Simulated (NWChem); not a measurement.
## Basis-set convergence for H2O2Si

```xyz
5

Si    -0.1560     0.6205     0.0000
O     -1.2066    -0.6914     0.0000
H     -0.7626    -1.5648     0.0000
O      1.3117    -0.2396     0.0000
H      2.1068     0.3249     0.0000
```
Charge 0, spin multiplicity 1.

Everything below was run with NWChem. The geometry was optimised at PBE/def2-SVP, a minimum by its harmonic frequencies. It is one conformer; others weren't searched.

Quantity: vertical ionisation energy at the level ΔHF (Δ: difference of total energies, the cation a doublet at the parent's geometry with its hole in an orbital of symmetry a' (Cs labels); it is the state that the SCF runs reached, from PBE0 orbitals for Hartree-Fock references, and need not be the lowest).

The Pople sets run with spherical d functions. The structure started from a generated list of species. The stability of the SCF solutions was not checked. Open-shell Hartree-Fock references start from PBE0 orbitals; any time given for them includes that run.

The cost column gives rough processor time relative to STO-3G; each entry includes its own SCF.

In def2-QZVP the value is 8.91 eV. Among STO-3G, 3-21G, 6-31G*, def2-SVPD, aug-pcseg-1, which is the smallest basis within 0.2 eV of it?

3-21G, with 35 functions against 244 and about 0.4 % of the time (also within reach: 6-31G*, def2-SVPD, aug-pcseg-1). def2-QZVP isn't the basis-set limit itself, and a small set can land close by cancellation.

```
basis        functions  vertical ionisation energy (eV)  relative cost
-----------  ---------  -------------------------------  -------------
STO-3G              21                             5.84              1
3-21G               35                             8.98        under 3
6-31G*              50                             8.89        under 3
def2-SVPD           86                             8.96              3
aug-pcseg-1         91                             8.96              4
def2-QZVP          244                             8.91            300
```
